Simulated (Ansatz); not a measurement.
This geometry of H₃InNO (6 atoms, charge 0, multiplicity 2) is a first-order saddle point.

The calculation used UKS r2SCAN/def2-SVP in Ansatz.

```xyz
6
Properties=species:S:1:pos:R:3
N -0.867 -0.021 -1.030
In 0.959 -0.627 -0.138
O 1.179 0.145 1.735
H -0.916 -0.247 -2.028
H -0.945 1.002 -0.975
H 0.632 -0.315 2.390
```

Problem. Which two structures does it join? (They come from a converged band through this point; their orientation in space is the band's.)

Solution. No bond is made or broken. The dihedral N1–In2–O3–H6 goes from 16 to -179°.

Image 0:

```xyz
6
Properties=species:S:1:pos:R:3
N -0.987 -0.015 -0.764
In 1.111 -0.278 -0.425
O 1.584 -0.166 1.550
H -1.247 -0.343 -1.701
H -1.193 0.993 -0.781
H 0.774 -0.255 2.077
```

Image 8:

```xyz
6
Properties=species:S:1:pos:R:3
N -0.843 -0.102 -1.169
In 0.765 -0.681 0.067
O 0.514 0.198 1.883
H -0.722 -0.397 -2.141
H -0.896 0.923 -1.195
H 1.223 -0.005 2.509
```

Problem. How far does it lie above each of them?

Solution. 0.027 eV above the first and 0.108 eV above the second. This is the barrier of this one path; another mechanism may lie lower.

Run time: 2.4 min on 2 threads of Intel(R) Xeon(R) Platinum 8488C (Sapphire Rapids), on a shared host, peak memory 0.22 GiB.
